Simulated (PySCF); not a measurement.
A side-by-side comparison of computed properties.

First species: C7H7FO.
Atom-mapped SMILES: `[CH2:1]=[C:2]([CH3:3])[c:4]1[cH:5][cH:6][c:7]([F:8])[o:9]1` (hydrogens: H10, H11 on C1; H12, H13, H14 on C3; H15 on C5; H16 on C6)

Second species: C₇H₁₀.
Structure used (GFN2-xTB), in Å, numbered top down from 1:
```
atom  x, y, z in Å
C1     2.697    1.634   -0.482
C2     1.508    1.557   -0.323
C3     0.114    1.494   -0.126
C4    -0.601    0.369   -0.210
C5    -2.080    0.358    0.008
C6     0.039   -0.959   -0.502
C7     0.436   -1.671    0.794
H8     3.734    1.697   -0.623
H9    -0.362    2.439    0.105
H10   -2.444    1.330    0.332
H11   -2.347   -0.384    0.760
H12   -2.591    0.086   -0.917
H13    0.935   -0.808   -1.108
H14   -0.657   -1.589   -1.060
H15    1.149   -1.065    1.348
H16   -0.434   -1.844    1.423
H17    0.896   -2.631    0.571
```

Levels: PBE0/def2-SVPD for dipole moment, HOMO energy, LUMO energy, HOMO–LUMO gap, static isotropic polarisability and electronic spatial extent ⟨r²⟩ about the centre of nuclear charge; TDDFT PBE0/def2-SVPD for lowest singlet excitation; TDA PBE0/def2-SVPD for lowest triplet excitation (Tamm–Dancoff); GFN2-xTB for rotational constant A and rotational constant C. Geometries: GFN2-xTB. Each structure is a single optimised conformer of the isolated species, non-relativistic unless stated; the electronic structure was computed with PySCF and density fitting.

Dipoles, sizes and rotational constants follow the conformer. The torsions of the flexible species, by atom-mapped SMILES:
- `[CH2:1]=[C:2]([CH3:3])[c:4]1[cH:5][cH:6][c:7]([F:8])[o:9]1`: C1–C2–C4–C5 180°
- `[CH:1]#[C:2]/[CH:3]=[C:4](/[CH3:5])[CH2:6][CH3:7]`: C3–C4–C6–C7 91°

(1) Which has the higher rotational constant A?

(2) Which of the two has the higher rotational constant C, and by how much?

(3) Which has the higher dipole moment?

(4) Which has the higher LUMO energy?

(5) Which has the higher static isotropic polarisability?

(6) Which of the two has the higher HOMO energy, and by how much?

(7) Which has the higher HOMO–LUMO gap?

(8) Which has the higher ⟨r²⟩?

## Answers

(1) The first: 3.944 GHz against 3.729 GHz, a difference of 0.215 GHz.

(2) The second: 1.398 GHz against 0.860 GHz, a difference of 0.538 GHz.

(3) The first: 2.02 D against 1.23 D, a difference of 0.79 D.

(4) The second: -0.56 eV against -0.90 eV, a difference of 0.34 eV.

(5) The first: 88.5 au against 86.2 au, a difference of 2.3 au.

(6) The first: -6.16 eV against -6.60 eV, a difference of 0.44 eV.

(7) The second: 6.04 eV against 5.26 eV, a difference of 0.78 eV.

(8) The first: 1277 bohr² against 902 bohr², a difference of 375 bohr².

On the first: A dipole of 2.02 D is allowed in Cs, and pure rotational transitions are dipole-allowed. The vertical singlet–triplet gap S1 − T1 is 1.92 eV (TDDFT singlet less Tamm–Dancoff triplet; S1: HOMO→LUMO, weight 0.98; T1: HOMO→LUMO, weight 0.94).

On the second: The polarisability is 12.77 Å³ as a volume (1 au = 0.148185 Å³), or 1.66 au for each of the 52 electrons. In wavenumbers S1 is 44300 cm⁻¹ (1 eV = 8065.54 cm⁻¹).
